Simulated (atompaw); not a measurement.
**tantalum (Ta): one change to a PAW (atompaw) potential, before and after**

- Element: tantalum (Ta)
- Generator: atompaw 4.2.0.5
- Type: PAW
- Functional: PBE
- Relativity: scalar-relativistic
- Frozen core: [Kr] 4d10 4f14 5s2
- Valence charge: 11
- Reference configuration: 5p6 5d3 6s0 6p0 (charge +2)
- Partial waves: 6s (bound, empty): rc 2.60 bohr; 6s channel at 2.1 Ry: rc 2.60 bohr; 5p (bound): rc 2.25 bohr; 6p (bound, empty): rc 2.60 bohr; 5d (bound): rc 2.60 bohr; 5d channel at -0.45 Ry: rc 2.55 bohr
- Local potential: troulliermartins scheme with l = 3 at 0 Ry, radius 2.40 bohr
- Core correction: smooth core density matched at 1.95 bohr
- Augmentation charge: besselshape compensation charge, radius 1.95 bohr; PAW radius 2.60 bohr; waves and projectors: custom rrkj gramschmidtortho

All-electron outer shells of the reference configuration (PBE, scalar-relativistic, ld1.x):

```json
{"shell": "5p", "level (eV)": "-54.95", "outermost node (bohr)": "0.58", "outermost maximum (bohr)": "1.13"}
{"shell": "4f", "level (eV)": "-40.27", "outermost node (bohr)": "–", "outermost maximum (bohr)": "0.44"}
{"shell": "6s", "level (eV)": "-18.43", "outermost node (bohr)": "1.31", "outermost maximum (bohr)": "2.58"}
{"shell": "5d", "level (eV)": "-18.31", "outermost node (bohr)": "0.65", "outermost maximum (bohr)": "1.54"}
{"shell": "6p", "level (eV)": "-12.54", "outermost node (bohr)": "1.56", "outermost maximum (bohr)": "3.23"}
```

Change: local potential bessel scheme, radius 2.40 bohr.

Cutoffs: the cutoffs (Ry, on a coarse ladder) from which the occupation-weighted sum of valence levels, in a spherical-Bessel basis at the reference potential, stays within 10 and 1 mRy of its value at 400 Ry; they do not see the model core or the augmentation charge, which bear on the density cutoff.

Q: What does the change do?

A: The potential gets neither clearly harder nor softer (18 Ry and 30 Ry → 18 Ry and 30 Ry); the bound ghost in s disappears; the range in which the p phases agree widens (upper end -0.4 → at the end of the scan); the range in which the d phases agree widens (upper end 0.2 → at the end of the scan). A state that the projectors do not describe sees the local part alone, so a deeper or shallower local part can create or remove a ghost.

| quantity | base | changed |
| --- | --- | --- |
| cutoff, loose | 18 Ry | 18 Ry |
| cutoff, tight | 30 Ry | 30 Ry |
| bound ghosts | s | none |
| s: phases at 2.61 bohr within 0.05 rad from the reference energy up to (Ry; the scan ends near 5) | n/a | 4.8 |
| p: phases at 2.61 bohr within 0.05 rad from the reference energy up to (Ry; the scan ends near 5) | -0.4 | to the end of the scan |
| d: phases at 2.61 bohr within 0.05 rad from the reference energy up to (Ry; the scan ends near 5) | 0.2 | to the end of the scan |
| lowest overlap eigenvalue by channel | s 0.60, p 0.58, d 0.41 | s 0.78, p 0.64, d 0.54 |

 A true bound ghost makes a file unfit for plane-wave use even where its test errors are small: the radial tests pick states by their node count and pass the ghost by. The cutoffs see the waves, projectors and local potential, not the compensation charge or the core.
